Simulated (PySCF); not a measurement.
hex-3-yne (C6H10), SMILES C(C)C#CCC. Atoms are numbered in the order given.

```xyz
16

C      2.6520     0.0000    -0.8733
C      2.0701     0.0000     0.5485
C      0.6065     0.0000     0.5755
C     -0.6065     0.0000     0.5755
C     -2.0701     0.0000     0.5485
C     -2.6520     0.0000    -0.8733
H      2.3220     0.8891    -1.4322
H      3.7528     0.0000    -0.8426
H      2.3220    -0.8891    -1.4322
H      2.4437     0.8805     1.1014
H      2.4437    -0.8805     1.1014
H     -2.4437     0.8805     1.1014
H     -2.4437    -0.8805     1.1014
H     -2.3220    -0.8891    -1.4322
H     -3.7528     0.0000    -0.8426
H     -2.3220     0.8891    -1.4322
```

Geometry: B3LYP-D3(BJ)/def2-SVP.

Level of theory: PBE/pcSseg-1 (PySCF).

GIAO shieldings, no solvent; atoms alike by connectivity are averaged. δ = σ(ref) − σ: ¹³C against TMS (σ = 182.0 ppm); ¹H against TMS (σ = 31.49 ppm), references at their B3LYP-D3(BJ)/def2-TZVP geometries, non-relativistic.

Computed chemical shifts:
| nucleus | atoms | count | δ (ppm) |
|---|---|---|---|
| ¹³C | C3, C4 | 2 | 87.1 |
| ¹³C | C2, C5 | 2 | 19.4 |
| ¹³C | C1, C6 | 2 | 19.3 |
| ¹H | H10, H11, H12, H13 | 4 | 2.55 |
| ¹H | H7, H8, H9, H14, H15, H16 | 6 | 1.39 |
